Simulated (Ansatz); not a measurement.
`[F][AlH][S][SiH3]` + HBr → `[F][AlH][Br]` + `[SiH3]S` at 298.15 K and 1 bar (ligand exchange at the Al–S bond).

Calculated with Ansatz (gas phase, PBE0-D4/def2-TZVP geometries, no zero-point term in ΔE). CCSD(T)/CBS is the MP2 limit (def2-TZVPP, def2-QZVPP) plus CCSD(T) − MP2 in def2-TZVPP, frozen cores. For Br outer-core shells are correlated without core-valence functions, which leaves a few kJ/mol of doubt a bond. Scalar relativity is left out up to krypton. One conformer a species, not always the lowest.

```
            species  CCSD(T)/CBS energy (Eh)  H − E (kJ/mol)  S (J/(mol·K))
`[F][AlH][S][SiH3]`              -1031.20495           118.0          357.3
                HBr              -2573.91920            24.6          198.6
     `[F][AlH][Br]`              -2915.86674            40.8          294.2
          `[SiH3]S`               -689.27336           102.7          272.7
```

H − E and S are ideal-gas, rigid-rotor, harmonic terms from PBE0-D4/def2-TZVP, for one conformer and one mirror image of each species. 1 Eh = 2625.50 kJ/mol, R = 8.31446 J/(mol·K).

Question: By hand: ΔE, ΔH, ΔS and ΔG.

Answer: ΔE = (-2915.86674) + (-689.27336) − (-1031.20495) − (-2573.91920) = -0.01595 Eh = -41.9 kJ/mol. Δ(H − E) = 40.8 + 102.7 − 118.0 − 24.6 = 0.9, so ΔH = -41.0 kJ/mol. ΔS = 294.2 + 272.7 − 357.3 − 198.6 = 11.0 J/(mol·K). ΔG = -41.0 − 298.15 × (11.0)/1000 = -44.3 kJ/mol.

Question: By hand: the equilibrium constant, and the temperature at which ΔG would vanish if ΔH and ΔS stayed fixed.

Answer: log₁₀ K = −ΔG/(RT ln 10) = 7.8. ΔH and −TΔS have one sign here, so there is no such temperature.

The number of gas molecules stays the same, so ΔS is small and ΔH decides. A doubt of 5 kJ/mol in ΔE shifts log₁₀ K by 0.9 here. Other conformers and mirror images would add mixing entropy, several J/(mol·K) or more a flexible species. Modes under 60 cm⁻¹, often nearly free rotors, make the harmonic entropy too high. These are equilibria of isolated gas molecules and say nothing of rates. Largest T1 diagnostic: 0.012 (customary marks: 0.02 for closed shells, 0.045 for open ones).

ΔS is within the doubt of such terms, so its sign, and with it that verdict, could turn.
